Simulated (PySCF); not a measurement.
Do core-level shifts follow atomic charges?

C₅H₈Si.
Cartesian coordinates in Å at the PBE0-D3(BJ)/def2-SVP level; atoms count from 1:
```
atom  x, y, z in Å
C1     2.978   -0.410    0.594
C2     1.890   -0.098    0.156
C3     0.589    0.269   -0.342
C4    -0.451   -0.859   -0.628
C5    -1.777   -0.101   -0.367
Si6   -0.776    1.064    0.742
H7     3.941   -0.687    0.979
H8     0.690    0.903   -1.242
H9    -0.352   -1.319   -1.625
H10   -0.318   -1.662    0.115
H11   -2.604   -0.700    0.037
H12   -2.130    0.418   -1.272
H13   -0.982    2.543    0.677
H14   -0.706    0.624    2.166
```

Binding energies: delta-SCF UKS SCAN, pcX-2 on the ionised atom, pcseg-1 elsewhere, spin-free X2C in PySCF 2.14.0. Charges: PBE0/pcSseg-1 ground-state density, for the ionised atom.

| atom | environment | C 1s (eV) | Mulliken (e) | IAO (e) | Hirshfeld (e) | ESP (e) |
| --- | --- | --- | --- | --- | --- | --- |
| C1 | terminal alkyne carbon | 289.70 | -0.417 | -0.271 | -0.140 | -0.394 |
| C5 | sp3 carbon bound to silicon | 290.14 | -0.497 | -0.544 | -0.161 | -0.416 |
| C2 | alkyne carbon | 290.41 | +0.348 | -0.027 | -0.051 | -0.167 |
| C3 | sp3 carbon bound to silicon | 290.72 | -0.562 | -0.393 | -0.098 | +0.083 |
| C4 | four-membered-ring carbon | 290.78 | -0.192 | -0.241 | -0.061 | -0.080 |

Task: How well does each charge scheme correlate with the binding energies over these sites?

Result: ESP: r = 0.87, slope 1.8 eV per e; Hirshfeld: r = 0.69, slope 6.5 eV per e; Mulliken: r = 0.16, slope 0.2 eV per e; IAO: r = 0.11, slope 0.3 eV per e. ESP charges have the highest r, on only 5 points.

Task: The point-charge model writes a binding energy as kq + V + constant, with V the potential of the other atoms' charges at the site. What does it give with the Mulliken charges?

Result: V = Σ 14.40 eV Å × q/r over all other atoms: +4.11 eV at C1, +5.95 eV at C5, -7.03 eV at C2, +6.37 eV at C3, +0.76 eV at C4. Fitting binding energy − V to q gives k = 15.1 eV per e and leaves an rms residual of 0.49 eV, against 0.39 eV for the fit on q alone. The model has no term for differences in relaxation between sites.

Spin contamination (⟨S²⟩ against 0.75 for a pure doublet) is marked for C 1s of C2 (0.87), which makes this value less certain. Geometry: PBE0-D3(BJ)/def2-SVP, one conformer, isolated molecule.
